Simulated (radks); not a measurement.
Spherical quantum dot in the effective-mass picture: electrons in a hard-walled sphere of radius 1.51, all in effective atomic units (hartree* = m*/eps^2 hartree, bohr* = eps/m* bohr), one dielectric constant everywhere. Calculated with a radial shooting solver with Libxc functionals: non-relativistic Kohn-Sham, LDA (Slater exchange, Perdew-Wang correlation), spin-polarised, spherical densities. Levels are named by radial order and angular momentum (1s, 1p, 1d, 2s, ...), and open shells are averaged over m. Each electron was tried in the lowest free levels, single moves between levels near the top were tried too, and the lowest total energy was kept; such a search can miss a lower state. At N = 1 the Hartree and exchange-correlation terms need not cancel, so that row can carry a self-interaction error.

N	open shells	2S	mu = E(N) - E(N-1) (hartree*)	addition energy mu(N+1) - mu(N) (hartree*)	rms radius (bohr*)
1	1s(up 1, down 0)	1	2.2141	1.100	0.8063
2	none	0	3.3143	2.976	0.8221
3	1p(up 1, down 0)	1	6.2900	0.8510	0.8696
4	1p(up 2, down 0)	2	7.1410	0.8765	0.8948
5	1p(up 3, down 0)	3	8.0175	1.145	0.9115
6	1p(up 3, down 1)	2	9.1624	0.8400	0.9244
7	1p(up 3, down 2)	1	10.002	0.8617	0.9346
8	none	0	10.864	3.428	0.9431
9	1d(up 1, down 0)	1	14.293	0.8275	0.9567
10	1d(up 2, down 0)	2	15.120	0.8331	0.9679
11	1d(up 3, down 0)	3	15.953	0.8366	0.9773
12	1d(up 4, down 0)	4	16.790	0.8389	0.9854
13	1d(up 5, down 0)	5	17.629	1.083	0.9925
14	1d(up 5, down 1)	4	18.712	0.8180	0.9989
15	1d(up 5, down 2)	3	19.530	0.8233	1.005
16	1d(up 5, down 3)	2	20.353	0.8268	1.010
17	1d(up 5, down 4)	1	21.180	0.8291	1.015
18	none	0	22.009	3.496	1.019
19	2s(up 1, down 0)	1	25.504	1.235	1.014
20	none	0	26.739	0.8276	1.010
21	2s(up 1, down 0) 1f(up 2, down 0)	3	27.567	0.7971	1.026
22	2s(up 1, down 0) 1f(up 3, down 0)	4	28.364	0.8088	1.031
23	2s(up 1, down 0) 1f(up 4, down 0)	5	29.173	0.8096	1.035
24	2s(up 1, down 0) 1f(up 5, down 0)	6	29.982	0.8101	1.040
25	2s(up 1, down 0) 1f(up 6, down 0)	7	30.792	0.8105	1.044
26	2s(up 1, down 0) 1f(up 7, down 0)	8	31.603	1.049	1.047
27	2s(up 1, down 0) 1f(up 7, down 1)	7	32.652	0.7983	1.051
28	2s(up 1, down 0) 1f(up 7, down 2)	6	33.451	0.7999	1.054
29	2s(up 1, down 0) 1f(up 7, down 3)	5	34.251	0.8012	1.058
30	2s(up 1, down 0) 1f(up 7, down 4)	4	35.052	0.7443	1.061
31	1f(up 7, down 6)	1	35.796	0.8011	1.070
32	none	0	36.597	0.9805	1.073
33	2s(up 1, down 0)	1	37.578	-	1.069

All shells are closed at N = 2, 8, 18, 20, 32 (there: 1s2 1p6 1d10 1f14); the second difference of the energy has clear peaks (12 % above both neighbours; the first and last values, which can be the largest, are not judged, and half-filled shells can peak too) at N = 2, 5, 8, 13, 18, 26.
